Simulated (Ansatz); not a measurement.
Relaxation of the cluster GeSe2⁺ with UKS PBE0-D4/def2-TZVP.

```sh
$ ansatz run in.yaml --threads 4 --pin off --events-out ev --progress --plain --max-ram 3916MiB
```

```yaml
crystal:
  periodic: [false, false, false]
  atoms:
    - {symbol: Ge, position_ang: [-0.696890, 1.107610, -0.429690]}
    - {symbol: Se, position_ang: [1.316700, -0.115780, -0.231500]}
    - {symbol: Se, position_ang: [-0.619810, -0.991830, 0.661180]}
basis:
  gaussian: {orbitals: def2-TZVP}
total_charge: 1
magnetization: {spin_polarized: true, initial_magnetization: 1}
hamiltonian: {xc: pbe0, dispersion: d4}
scf: {lower_state_search: "off"}
output: {orbitals: {seedname: orbitals}}
relax: {f_tol: 0.02, max_steps: 100}
```

Hardware: 4 threads of Arm Neoverse V1 on a shared host. Wall time 12 s.

Positions (Å) and forces (eV/Å) at steps 1, 2, 3 of 3:

```xyz
3
step=1 energy=-187188.7029 eV
Ge   -0.697    1.108   -0.430   -0.637    0.991   -0.381
Se    1.317   -0.116   -0.232    0.300   -0.516    0.206
Se   -0.620   -0.992    0.661    0.338   -0.475    0.176
3
step=2 energy=-187188.7502 eV
Ge   -0.725    1.151   -0.446    0.011   -0.024    0.010
Se    1.321   -0.143   -0.218    0.046    0.031   -0.027
Se   -0.596   -1.009    0.665   -0.057   -0.008    0.017
3
step=3 energy=-187188.7503 eV
Ge   -0.724    1.149   -0.446   -0.001    0.000    0.001
Se    1.322   -0.141   -0.219    0.000   -0.001    0.001
Se   -0.598   -1.008    0.665    0.001    0.002   -0.001
```

The structure comes from a short search, and lower isomers may exist.
